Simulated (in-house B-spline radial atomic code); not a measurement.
**Pr2+: [Xe] 4f2 6s1 (with a hole in an inner shell)**

All numbers are computed (Dirac-Hartree-Fock, average of configuration; Fermi nucleus of rms radius 4.8919 fm) with an all-electron radial atomic-structure program (B-spline basis), not measured.

Screening seen three ways: the hydrogenic charge with the same mean radius, Z_r = [3n² - l(l+1)]/(2<r>), the one with the same energy, Z_e = n√(-2ε), and Slater's rules. Values are occupation-weighted means over j. An effective charge above Z reflects the relativistic contraction of the inner shells.

```json
{"shell": "1s", "electrons": "2", "ε (eV)": "-42252", "<r> (bohr)": "0.02409", "Z_r": "62.27", "Z_e": "55.73", "Slater": "58.70"}
{"shell": "2s", "electrons": "2", "ε (eV)": "-6926", "<r> (bohr)": "0.1025", "Z_r": "58.55", "Z_e": "45.12", "Slater": "54.85"}
{"shell": "2p", "electrons": "6", "ε (eV)": "-6207.1", "<r> (bohr)": "0.09032", "Z_r": "55.36", "Z_e": "42.72", "Slater": "54.85"}
{"shell": "3s", "electrons": "2", "ε (eV)": "-1559.9", "<r> (bohr)": "0.2709", "Z_r": "49.84", "Z_e": "32.12", "Slater": "47.75"}
{"shell": "3p", "electrons": "6", "ε (eV)": "-1325.3", "<r> (bohr)": "0.269", "Z_r": "46.46", "Z_e": "29.61", "Slater": "47.75"}
{"shell": "3d", "electrons": "10", "ε (eV)": "-988.58", "<r> (bohr)": "0.2469", "Z_r": "42.53", "Z_e": "25.57", "Slater": "37.85"}
{"shell": "4s", "electrons": "2", "ε (eV)": "-348.94", "<r> (bohr)": "0.621", "Z_r": "38.65", "Z_e": "20.26", "Slater": "31.25"}
{"shell": "4p", "electrons": "6", "ε (eV)": "-268.95", "<r> (bohr)": "0.6566", "Z_r": "35.03", "Z_e": "17.78", "Slater": "31.25"}
{"shell": "4d", "electrons": "10", "ε (eV)": "-149.59", "<r> (bohr)": "0.7244", "Z_r": "28.99", "Z_e": "13.26", "Slater": "19.85"}
{"shell": "5s", "electrons": "2", "ε (eV)": "-68.179", "<r> (bohr)": "1.491", "Z_r": "25.16", "Z_e": "11.19", "Slater": "11.55"}
{"shell": "5p", "electrons": "6", "ε (eV)": "-45.236", "<r> (bohr)": "1.7", "Z_r": "21.47", "Z_e": "9.12", "Slater": "11.55"}
{"shell": "4f", "electrons": "2", "ε (eV)": "-31.165", "<r> (bohr)": "0.9812", "Z_r": "18.34", "Z_e": "6.05", "Slater": "12.65"}
{"shell": "6s", "electrons": "1", "ε (eV)": "-17.252", "<r> (bohr)": "3.703", "Z_r": "14.58", "Z_e": "6.76", "Slater": "4.20"}
```

The least bound orbital is 6s1/2 at -17.25 eV, and it is also the most diffuse (<r> = 3.703 bohr).

Spin-orbit splittings of the orbital energies (j = l + 1/2 above j = l - 1/2 when positive): 2p 483.7 eV, 3p 98.03 eV, 3d 20.82 eV, 4p 21.38 eV, 4d 3.815 eV, 5p 3.301 eV, 4f 0.3455 eV.

For the 1s electron the small component carries 4.78 % of the norm, the zero-frequency Breit interaction raises the level by 115.8 eV, self-energy by 67.9 eV, and vacuum polarisation lowers it by 10.27 eV.
